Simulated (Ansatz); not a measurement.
The cluster Cu₆P⁻, relaxed as a singlet with RKS PBE0-D4/def2-SVPD in Ansatz, starting from the GFN2-xTB geometry. Force threshold 0.02 eV/Å.

The restricted singlet is unstable towards broken spin symmetry in Hartree–Fock (as tested in another run); at PBE0-D4/def2-SVPD this wasn't settled. Another isomer (singlet) lies 0.03 eV lower at PBE0-D4/def2-TZVPD; other spin states weren't run for this one.

Start:

```csv
atom,x (Å),y (Å),z (Å)
P1,-1.539,2.622,0.711
Cu2,2.528,0.863,-0.032
Cu3,0.558,1.963,0.383
Cu4,-2.307,0.652,0.347
Cu5,0.478,-3.285,-0.764
Cu6,1.449,-1.202,-0.393
Cu7,-1.166,-1.613,-0.252
```

```tsv
step	energy (eV)	largest force component (eV/Å)	SCF passes
1	-277052.8517	0.984	54
2	-277053.4060	0.615	42
3	-277053.7936	0.729	40
4	-277054.0547	0.512	39
5	-277054.3071	0.368	37
6	-277054.5027	0.386	36
7	-277054.7549	0.557	37
8	-277055.0094	0.508	37
9	-277055.0875	0.739	37
10	-277055.1312	0.141	34
11	-277055.2186	0.362	38
12	-277055.3337	0.407	37
13	-277055.4373	0.350	36
14	-277055.5024	0.319	35
15	-277055.5670	0.332	37
16	-277055.6335	0.307	37
17	-277055.7044	0.262	30
18	-277055.7665	0.181	30
19	-277055.8139	0.158	35
20	-277055.8518	0.104	35
21	-277055.8855	0.175	35
22	-277055.9316	0.149	35
23	-277055.9811	0.112	37
24	-277055.9873	0.194	37
25	-277056.0022	0.111	31
26	-277056.0059	0.022	32
27	-277056.0062	0.007	34
```

Force components are those of the run's own axes.

End:

```xyz
7

P    -1.7555    1.5283   -0.3964
Cu    2.6440    0.7364    0.6821
Cu    0.4543    1.4933   -0.0392
Cu   -1.2174    0.2890    1.3730
Cu    0.0367   -2.6740   -0.9211
Cu    0.9295   -0.8463    0.2874
Cu   -1.0916   -0.5266   -0.9859
```

Bonds formed: P1–Cu7, Cu3–Cu6, Cu4–Cu6 (atoms count from 1). Metal–metal contacts that move far: Cu3–Cu7 4.02 to 2.71 Å, Cu3–Cu4 3.15 to 2.50 Å.

No frequencies were taken in this run, so the end may be a saddle point.

It took 10 min on 4 threads of Intel Xeon Platinum 8259CL on a shared host, peak host memory 1.2 GiB.
